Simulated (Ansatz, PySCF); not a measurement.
Cl3HOSi, SMILES O[Si](Cl)(Cl)Cl. Atoms are numbered in the order given.

```xyz
6

O     -1.5102    -0.1193    -1.1499
Si    -0.2077    -0.0160    -0.1684
Cl    -0.3061     1.6417     1.0231
Cl     1.4231     0.0947    -1.3713
Cl    -0.0638    -1.6519     1.0484
H     -2.3802    -0.1794    -0.7416
```

Geometry optimised at PBE0-D3(BJ)/def2-SVP. One conformer was computed; it need not be the lowest.

Two levels are set side by side: PBE-D3(BJ)/def2-SVP (Ansatz, a program for electronic structure) and PBE0-D3(BJ)/def2-SVP (Ansatz). Each level has its own optimised geometry; the coordinates shown are those of the second. Frequencies come from the Hessian of PySCF at each geometry. Differences are taken from unrounded values.

| quantity | PBE0-D3(BJ) |
|---|---|
| mean bond length (Å) | 1.743 |
| bond O1–Si2 (Å) | 1.634 |
| bond Si2–Cl3 (Å) | 2.044 |
| bond Si2–Cl4 (Å) | 2.030 |
| bond Si2–Cl5 (Å) | 2.044 |
| bond O1–H6 (Å) | 0.963 |
| highest harmonic wavenumber (cm⁻¹) | 3923 |
| mean harmonic wavenumber (cm⁻¹) | 723 |
| zero-point energy (kcal/mol) | 12.41 |

Problem. What does PBE-D3(BJ) give, and how far is it from PBE0-D3(BJ)? (An estimate is asked for; the answer gives what the named calculation found.)

Solution. 
```tsv
quantity	PBE-D3(BJ)	PBE-D3(BJ) minus PBE0-D3(BJ)
mean bond length (Å)	1.759	0.016
bond O1–Si2 (Å)	1.653	0.019
bond Si2–Cl3 (Å)	2.061	0.017
bond Si2–Cl4 (Å)	2.045	0.016
bond Si2–Cl5 (Å)	2.061	0.017
bond O1–H6 (Å)	0.974	0.011
highest harmonic wavenumber (cm⁻¹)	3754	-168
mean harmonic wavenumber (cm⁻¹)	696	-27
zero-point energy (kcal/mol)	11.94	-0.46
```

GGA bonds tend to be longer and softer than those of functionals with exact exchange. Differences between two approximate levels are no errors against the true value.
